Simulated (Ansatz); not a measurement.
Start from `BC[SiH2]Cl` and change one element to get `BC[SiH2]F`.

Ansatz, PBE0-D4/def2-TZVP geometries, multiplicity 1. Each molecule was computed in one conformer, which needn't be the lowest.

```
                                      property  `BC[SiH2]Cl`
            LUMO energy (PBE0/def2-TZVPP) / eV         -1.78
size of the dipole moment (PBE/def2-TZVPP) / D          0.66
zero-point energy (PBE0-D4/def2-TZVP) / kJ/mol         174.6
       HOMO–LUMO gap (ωB97M-V/def2-TZVPP) / eV         11.17
             HOMO energy (PBE/def2-TZVPP) / eV         -7.54
         HOMO–LUMO gap (B3LYP/def2-TZVPP) / eV          6.59
```

**Question.** What does the change do to each property? (An estimate is asked.)

**Answer.** The calculation gave: 
```csv
property,`BC[SiH2]F`,shift
LUMO energy (PBE0/def2-TZVPP) / eV,-1.68,0.10
size of the dipole moment (PBE/def2-TZVPP) / D,0.58,-0.08
zero-point energy (PBE0-D4/def2-TZVP) / kJ/mol,177.6,3.0
HOMO–LUMO gap (ωB97M-V/def2-TZVPP) / eV,11.73,0.56
HOMO energy (PBE/def2-TZVPP) / eV,-7.84,-0.30
HOMO–LUMO gap (B3LYP/def2-TZVPP) / eV,7.13,0.54
```

With PBE0 the HOMO falls by 0.43 eV and the LUMO rises by 0.10 eV, so the gap widens by about 0.53 eV. PBE moves the HOMO by -0.30 eV and ωB97M-V by -0.46 eV. Dipoles are sizes alone; their direction can turn.

B3LYP here is the variant with VWN-RPA as its local correlation; programs differ in this.
